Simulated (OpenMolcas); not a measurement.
**Kr³⁺: effect of the IPEA shift**

```
Program             : OpenMolcas 26.06
Basis               : ANO-RCC-VTZP [6s5p3d1f]
Scalar Hamiltonian  : DKH2, point nucleus
Active space        : 3 electrons in 3 orbitals (4p)
State averaging     : 2S+1 = 4 odd, 1 root; 2S+1 = 2 odd, 8 roots
Spin-orbit coupling : state interaction with AMFI integrals over the reference wave functions, term energies averaged over their components
```

Methods on the same reference wave functions:
A. CASSCF
B. SS-CASPT2, IPEA 0 Eh, imaginary shift 0.1 Eh (closed shells correlated: 3d 4s)
C. SS-CASPT2, IPEA 0.25 Eh, imaginary shift 0.1 Eh (closed shells correlated: 3d 4s)

Energies in eV above 4s² 4p³ ⁴S°_3/2, the measured ground level; measured values from Saloman, J. Phys. Chem. Ref. Data 36, 215 (2007).

```json
{"Level": "4s² 4p³ ⁴S°_3/2", "A": "0.0000", "B": "0.0000", "C": "0.0000", "Measured": "0.0000"}
{"Level": "4s² 4p³ ²D°_3/2", "A": "2.7283", "B": "2.322", "C": "2.302", "Measured": "2.1124"}
{"Level": "4s² 4p³ ²D°_5/2", "A": "2.8800", "B": "2.487", "C": "2.467", "Measured": "2.3185"}
{"Level": "4s² 4p³ ²P°_1/2", "A": "4.7505", "B": "4.160", "C": "4.132", "Measured": "3.8505"}
{"Level": "4s² 4p³ ²P°_3/2", "A": "4.9580", "B": "4.389", "C": "4.362", "Measured": "4.1418"}
```

Deviations, from unrounded energies. A percentage is the sum of absolute deviations over the sum of measured energies, with the sign that they share, or ± where signs differ.

| Against measurement | Levels | A | B | C |
| --- | --- | --- | --- | --- |
| mean absolute deviation (cm-1) | 4 | 5800 | 1900 | 1700 |
| other terms of the ground configuration (%) | 4 | +23.3 | +7.5 | +6.8 |

C lies closest to measurement on these levels and A furthest from it. The largest miss of C in the table is 4s² 4p³ ²P°_1/2, by +2300 cm-1. The ranking rests on the paired levels alone, and a cruder setting can come out closer through cancelling errors.

Between B and C the level of the table that moves most is 4s² 4p³ ²P°_1/2, by 230 cm-1 (lowest in C, highest in B). Moves below CASPT2's spread within the term are not significant.

From A to B the spin-free energies of the other terms of 4s² 4p³ shown, above ⁴S°, scale by factors of 0.86 to 0.87.

The lowest spin-free term lies below A's lowest term by 0.149 hartree in B, 0.140 hartree in C.

CASPT2 does not keep the components of a term degenerate, so their means are used; among the terms shown or strongly mixed into the levels shown the widest spread is 180 cm-1 (4s² 4p³ ²D°, C). With the s shell closed, the reference lacks s² → p² mixing. Measured partners are found by configuration, term and J. A level has none where our copy of the source lacks it or the pairing is in doubt (some pairs that miss far off the trend of their configuration count as doubtful), and it then counts in no deviation. Only configurations of the active space appear.

° marks odd parity.
